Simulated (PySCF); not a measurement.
Compound: 3-chloro-2-methylpropanoic acid, C₄H₇ClO₂.
Z-matrix (Å and degrees, GFN2-xTB geometry), rows numbered from 1:
```
C 
C   1  1.5323
C   2  1.5237  1  111.87
Cl  3  1.7792  2  110.57  1   -66.22
C   2  1.5164  1  108.21  3   120.72
O   5  1.2006  2  125.70  1  -102.90
O   5  1.3359  2  111.43  1    76.09
H   1  1.0865  2  109.66  3    59.06
H   1  1.0878  2  110.29  3   -60.72
H   1  1.0866  2  110.13  3   178.92
H   2  1.0937  1  108.97  3  -122.02
H   3  1.0894  2  110.90  1    52.98
H   3  1.0899  2  111.13  1   174.96
H   7  0.9706  5  110.74  2  -177.83
```

Level of theory: PySCF, TDDFT PBE0/def2-SVPD, vertical, gas phase, core orbitals frozen in the response.

```
state  λ (nm)  E (eV)       f  |μ| (D)   main configurations (H = HOMO, L = LUMO)
   S1   210.3    5.89  0.0008     0.19                     H→L (81%), H-2→L (13%)
   S2   168.6    7.35  0.0008     0.17                 H-1→L (65%), H-1→L+2 (13%)
   S3   167.2    7.41   0.057     1.42                                H→L+1 (86%)
   S4   167.0    7.42   0.015     0.74      H-2→L (56%), H-1→L (14%), H→L+2 (11%)
   S5   164.0    7.56  0.0045     0.39    H-1→L+2 (50%), H→L+2 (15%), H-1→L (15%)
   S6   162.3    7.64  0.0006     0.15  H-2→L+2 (25%), H→L+2 (25%), H-1→L+2 (22%)
```

Triplets (Tamm–Dancoff): T1 5.35 eV, H→L (79%), H-2→L (14%); T2 6.26 eV, H-3→L (89%).

The lowest singlet comes at 210 nm (569 kJ/mol) in the ultraviolet; it is very weak; its leading configuration is HOMO→LUMO (81%). The strongest level in the table is S3 at 7.41 eV (167 nm, f = 0.057). S3/S4 lie within about 0.01 eV of each other. Löwdin shares by element: HOMO oxygen 54%, chlorine 21%, carbon 8% or more (atoms not listed hold the other 17%); LUMO carbon 44% or more, oxygen 41% (atoms not listed hold the other 15%). Of the 6 states listed, 2 reach f = 0.01 and none stays under 0.0005. Orbital energies (eV): HOMO-3 -9.77, HOMO-2 -8.77, HOMO-1 -8.61, HOMO -8.35, LUMO -0.22, LUMO+1 0.24, LUMO+2 0.61. Weighted by f, the mean energy of these states is 7.41 eV. The window holds the lowest 6 singlets.

One conformer stands for the species.
